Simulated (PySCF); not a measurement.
Species: C6H10OSSi.
Atom-mapped SMILES: `[CH3:1][C:2]1=[CH:3][SiH2:4][C:5]([S@:6]([CH3:7])=[O:8])=[CH:9]1`

Structure used (GFN2-xTB), in Å, numbered top down from 1:
```
atom  x, y, z in Å
C1    -2.6773    0.5699   -1.2281
C2    -1.6178    0.1941   -0.2452
C3    -1.7582   -0.6607    0.7811
Si4   -0.1575   -0.8106    1.7684
C5     0.6171    0.3890    0.5202
S6     2.3007    0.9737    0.6487
C7     2.9661   -0.3108   -0.5137
O8     2.7135    0.5474    1.9910
C9    -0.2867    0.7920   -0.3761
H10   -3.6214    0.0887   -0.9857
H11   -2.3796    0.2738   -2.2344
H12   -2.8222    1.6502   -1.2301
H13   -2.6926   -1.1608    0.9736
H14    0.4541   -2.1379    1.6975
H15   -0.2385   -0.2580    3.1137
H16    4.0472   -0.2158   -0.5282
H17    2.6807   -1.2923   -0.1524
H18    2.5554   -0.1242   -1.4991
H19   -0.0926    1.5017   -1.1687
```

NICS is the negative of the GIAO shielding at a point without a nucleus: at the ring centre (0) and 1 Å above and below it (1); zz is the component along the ring normal. Level: GIAO PBE0/pcSseg-1 (PySCF, non-relativistic, gas phase) on the GFN2-xTB geometry, one conformer.

Ring bond lengths (Å), with Mayer bond orders in brackets: C2–C3 1.343 (1.85), C3–Si4 1.887 (0.89), Si4–C5 1.897 (0.78), C5–C9 1.335 (1.74), C9–C2 1.465 (1.03).

Problem. What do the NICS probes read (ppm)?

Solution. 
```
           ring                                                      type  NICS(0)  NICS(1), two faces  NICS(1)zz, two faces  rms pucker (Å)  centre to ring atoms, mean (Å)
C2–C3–Si4–C5–C9  5-membered ring with Si; formal bonds 2 double, 3 single      0.8         -1.8 / -1.8             2.5 / 2.0            0.01                            1.34
```

Problem. What can be read from them?

Solution. 
- C2–C3–Si4–C5–C9: mean NICS(1)zz 2.2 ppm, near zero. Si4 has four or more neighbours, and the NICS criterion for π rings isn't applied.

Problem. Give the inner angles of the rings and the Hirshfeld charges of the ring atoms.

Solution. 
- C2–C3–Si4–C5–C9: C2 115.0° (+0.014 e), C3 111.2° (-0.156 e), Si4 87.2° (+0.334 e), C5 110.9° (-0.119 e), C9 115.6° (-0.044 e); sum 539.9° against 540° for a flat convex ring.

Problem. How shielded are the nuclei of the rings and their hydrogens (means over atoms taken as equivalent)?

Solution. 
```
atoms                      environment  σ isotropic (ppm)
   C2  fully substituted alkene carbon               22.2
   C3                 alkene CH carbon               56.5
  Si4                     SiH2 silicon              394.7
   C5  fully substituted alkene carbon                5.2
   C9                 alkene CH carbon               37.1
  H13                 vinylic hydrogen              25.71
  H14                    Si–H hydrogen              26.68
  H15                    Si–H hydrogen              26.84
  H19                 vinylic hydrogen              25.00
```

The run took 69 s of wall time (grids of density and orbitals included) on one thread of an Arm Neoverse V1, shared host with 32 logical CPUs at a one-minute load of 28, and the process peaked at 1.0 GiB of memory. This is the whole shielding run at PBE0/pcSseg-1, SCF included.
